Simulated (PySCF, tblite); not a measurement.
Isomers of C8H12O3. Method: GFN2-xTB as coded in tblite; computed harmonic values from a numerical Hessian at the method's own geometry, unscaled. The method is semi-empirical: single wavenumbers can be off by several per cent or more. One conformer each.

Electronic energies: PBE0/pcSseg-1 single points on the GFN2-xTB geometries (PySCF, gas phase).

```
                     SMILES  electronic energy, lowest = 0 (kJ/mol)
C=CC[C@@H]1OC[C@@H]1OC(C)=O                                   102.8
   COC1=CC(=O)[C@@H](OC)CC1                                    60.0
            CCC#CC(=O)OCOCC                                   158.6
    O=C1OCC[C@@H](C2CCC2)O1                                     0.0
```

**Question.** How do GFN2-xTB zero-point energies change the relative energies?

**Answer.** 
```json
{"SMILES": "O=C1OCC[C@@H](C2CCC2)O1", "ZPE (kJ/mol)": "501.5", "of it from modes above 1550 cm⁻¹": "225.2", "electronic (kJ/mol)": "0.0", "with ZPE, lowest = 0 (kJ/mol)": "0.0", "lowest mode (cm⁻¹)": "44", "rings": "2"}
{"SMILES": "COC1=CC(=O)[C@@H](OC)CC1", "ZPE (kJ/mol)": "490.7", "of it from modes above 1550 cm⁻¹": "233.4", "electronic (kJ/mol)": "60.0", "with ZPE, lowest = 0 (kJ/mol)": "49.2", "lowest mode (cm⁻¹)": "36", "rings": "1"}
{"SMILES": "C=CC[C@@H]1OC[C@@H]1OC(C)=O", "ZPE (kJ/mol)": "487.0", "of it from modes above 1550 cm⁻¹": "237.2", "electronic (kJ/mol)": "102.8", "with ZPE, lowest = 0 (kJ/mol)": "88.2", "lowest mode (cm⁻¹)": "35", "rings": "1"}
{"SMILES": "CCC#CC(=O)OCOCC", "ZPE (kJ/mol)": "486.1", "of it from modes above 1550 cm⁻¹": "239.3", "electronic (kJ/mol)": "158.6", "with ZPE, lowest = 0 (kJ/mol)": "143.2", "lowest mode (cm⁻¹)": "17", "rings": "0"}
```

The zero-point energies span 15.4 kJ/mol, from `CCC#CC(=O)OCOCC` to `O=C1OCC[C@@H](C2CCC2)O1`. The order is unchanged.

**Question.** And how do the electronic energies of GFN2-xTB itself compare?

**Answer.** `O=C1OCC[C@@H](C2CCC2)O1` 0.0; `COC1=CC(=O)[C@@H](OC)CC1` 127.6; `C=CC[C@@H]1OC[C@@H]1OC(C)=O` 169.9; `CCC#CC(=O)OCOCC` 212.0 kJ/mol, lowest = 0. Against the energies above, taken from the same isomer `O=C1OCC[C@@H](C2CCC2)O1`, the largest difference is 67.6 kJ/mol.

**Question.** What do entropy and thermal enthalpy add at 298.15 K and 1 bar (rigid rotor, harmonic oscillator, one conformer each)?

**Answer.** 
```csv
SMILES,point group,symmetry number,S (J/(mol K)),H − H(0) (kJ/mol),ZPE + H − H(0) − TS (kJ/mol)
O=C1OCC[C@@H](C2CCC2)O1,C1,1,418.9,28.80,405.4
COC1=CC(=O)[C@@H](OC)CC1,C1,1,438.6,32.49,392.4
C=CC[C@@H]1OC[C@@H]1OC(C)=O,C1,1,465.8,34.11,382.2
```

Not tabulated: `CCC#CC(=O)OCOCC` (lowest mode only 17 cm⁻¹).
